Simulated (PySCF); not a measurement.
A structure optimised at PBE0-D3(BJ)/def2-SVP, used in a PySCF frequency run:

```xyz
12

Si     0.0351     2.3181     0.0000
C     -0.4434     0.5058     0.0000
C      0.4434    -0.5058     0.0000
Si    -0.0351    -2.3181     0.0000
H      1.5251     2.4284     0.0000
H     -0.5154     3.0092    -1.2073
H     -0.5154     3.0092     1.2073
H     -1.5159     0.2599     0.0000
H      1.5159    -0.2599     0.0000
H      0.5154    -3.0092     1.2073
H      0.5154    -3.0092    -1.2073
H     -1.5251    -2.4284     0.0000
```

Task: Write its SMILES, formula and point group.

Result: [SiH3]/C=C/[SiH3], C₂H₈Si₂, C2h

Task: What are its rotational constants (standard atomic weights)?

Result: 23.996, 1.3946, 1.3596 GHz
